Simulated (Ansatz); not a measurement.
# C2H5BF: structure from calculated spectroscopic constants

These gas-phase data were calculated for one isomer of C2H5BF at B3LYP-D3(BJ)/def2-SVP (harmonic, unscaled wavenumbers; equilibrium rotational constants with average atomic masses):

* rotational constants: 9.263, 7.763, 4.337 GHz
* all wavenumbers above 1500 cm⁻¹: 3226, 3130, 3128, 3084, 3020
* dipole moment: 1.53 D (PBE0/def2-TZVPD)

Candidates:

(1) `[CH2]B(C)F`, a doublet
(2) `C[CH]BF`, a doublet

Problem. Assign the data to one candidate and say why.

Solution. Candidate (1). No mode falls between 2350 and 2900 cm⁻¹, where the B–H stretch of (2) would stand.

The same quantities for all candidates:

```
     rotational constants (GHz)   wavenumbers above 1500 cm⁻¹  dipole (D)  E above the lowest, B3LYP-D3(BJ)/def2-SVP (kcal/mol)
(1)         9.263, 7.763, 4.337  3226, 3130, 3128, 3084, 3020        1.53                                                   0.0
(2)         17.77, 5.038, 4.022  3145, 3125, 3035, 2988, 2610        2.02                                                   7.2
```

Each candidate is one conformer. Open shells are spin-unrestricted. Programs: Ansatz 0.2.0.
